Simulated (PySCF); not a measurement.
Bonding in `[H]/N=C\C[C@H]1CCC1=C`

Species: C7H11N.
Atom-mapped SMILES: `[H]/[N:8]=[CH:7]\[CH2:6][C@@H:5]1[C:2](=[CH2:1])[CH2:3][CH2:4]1` (hydrogens: H9, H10 on C1; H11, H12 on C3; H13, H14 on C4; H15 on C5; H16, H17 on C6; H18 on C7; H19 on N8)

Geometry (GFN2-xTB, Å), atoms numbered from 1 in this order:
```
atom  x, y, z in Å
C1    -2.0309   -1.0122    1.2284
C2    -1.2349   -0.0467    0.8207
C3    -1.4524    1.3882    0.4228
C4     0.0361    1.4751    0.0371
C5     0.2445    0.0255    0.5248
C6     0.7583   -0.9678   -0.5169
C7     2.1917   -0.6972   -0.8616
N8     2.7034   -0.5294   -1.9926
H9    -3.0876   -0.8536    1.3647
H10   -1.6606   -1.9999    1.4470
H11   -1.7448    2.0368    1.2480
H12   -2.1575    1.5321   -0.3951
H13    0.2099    1.6017   -1.0295
H14    0.6087    2.2267    0.5758
H15    0.8622   -0.0427    1.4245
H16    0.6883   -1.9779   -0.1025
H17    0.1360   -0.9228   -1.4153
H18    2.8711   -0.6358   -0.0143
H19    2.0485   -0.5910   -2.7735
```

Bond orders from the PBE0/pcSseg-1 density (PySCF). Geometry: GFN2-xTB, one conformer, isolated molecule.

**Question.** How far do the computed orders between heavy atoms stray from the drawn ones?

**Answer.** The largest departure is 0.066, at C7–N8 (drawn double, 2.066).

**Question.** Give the Mayer order of every bond between heavy atoms, beside its length.

**Answer.** 
```csv
bond,drawn as,length (Å),Mayer order
C1–C2,double,1.316,2.015
C2–C3,single,1.505,1.033
C3–C4,single,1.540,1.058
C4–C5,single,1.544,1.010
C5–C6,single,1.528,0.991
C6–C7,single,1.499,1.008
C7–N8,double,1.253,2.066
C5–C2,single,1.510,0.970
```

By pair of heavy elements: C–C: lowest C5–C2 (0.970, 1.510 Å), highest C1–C2 (2.015, 1.316 Å); in 7 of the 21 pairs the longer bond (by over 0.003 Å) has the higher order (by 0.02 or more).

**Question.** And the bonds to hydrogen?

**Answer.** C–H: 0.93 to 0.95 (10 bonds); H–N: 0.94 (1 bond).

**Question.** Sum the orders of all bonds at each heavy atom with more than one neighbour and set the sums beside the valence in the SMILES.

**Answer.** C1 3.891 (drawn 4), C2 4.018 (drawn 4), C3 3.972 (drawn 4), C4 3.955 (drawn 4), C5 3.897 (drawn 4), C6 3.872 (drawn 4), C7 4.010 (drawn 4), N8 3.005 (drawn 3). Orders between atoms that aren't bonded are not in these sums.

The Mayer order sums products of elements of PS (density times overlap matrix) between the two atoms' basis functions, so it depends on the basis set.
